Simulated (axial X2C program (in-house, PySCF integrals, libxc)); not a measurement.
# Potential curves of GeO⁺, two-component

Calculated with an in-house all-electron X2C program for linear molecules (integrals from PySCF). Two-component (2c) means X2C with spin–orbit coupling and atomic mean-field two-electron Coulomb and Gaunt terms. Basis: Ge dyall-cv3z [9s9p7d4f1g], O dyall-av3z [7s6p3d2f] (cores contracted in-house); Gaussian nuclei, density fitting, unrestricted open shells. Masses: Ge 73.921 u, O 15.995 u.

State: Ω = 3/2 (⟨Sz⟩ = 0.50, ⟨Lz⟩ = 1.00 at HF). Energies in cm⁻¹ from the fragments at the same level (Ge+ + O). Fits are polynomials in 1 − R0/R over 0.85 to 1.23 times the lowest point R0.

```csv
R (Å),CCSD(T),CCSD
1.6134,-24539,-23428
1.6666,-26789,-25586
1.7198,-27979,-26681
1.7730,-28361,-26963
1.8351,-28040,-26520
1.8971,-27115,-25471
1.9769,-25312,-23511
```

Correlated methods: 9 electrons correlated (number of frozen shells: Ge 3 s, 2 p, 1 d; O 1 s), 235 virtual spin orbitals or spinors in MP2, 90 natural virtuals in coupled cluster.

The state is one determinant whose occupation by symmetry is held fixed; it was picked as the lowest of a PBE0 search that is not exhaustive. Dissociation energies refer to the lowest single-determinant-based atoms at the same level and basis. CCSD and (T) use frozen natural virtuals with an MP2 correction for the truncation; (T) itself is uncorrected, so its De runs slightly low. Other states lie close and PBE0, whose exact exchange favours high spin, may order them wrongly; the determinant shown need not be the ground state. The nearest other 2c determinant of the search, Ω = 1/2, lies 0.04 eV up at the distance of the search. The determinant is spin-polarised beyond a pure state at some levels (its spin-free form has ⟨S²⟩ too high), which makes Re and μ there less reliable. With the outer-core shells frozen, correlated bond lengths of heavy atoms tend to come out a few hundredths of an ångström too long. Coupled cluster ran on the points near the minimum only. MP2 and coupled cluster on one determinant become unreliable at the stretched end.

(1) What are Re, ωe and De at the CCSD(T) level?

(2) Fit the CCSD curve near its minimum: give the equilibrium distance, the harmonic wavenumber and the well depth.

Answers

(1) At CCSD(T), 2c: Re = 1.777 Å, ωe ≈ 737 cm⁻¹, De = 3.52 eV to Ge+ + O; Be follows as 0.406 cm⁻¹.

(2) At CCSD, 2c: Re = 1.768 Å, ωe ≈ 756 cm⁻¹, De = 3.34 eV to Ge+ + O; Be follows as 0.41 cm⁻¹.
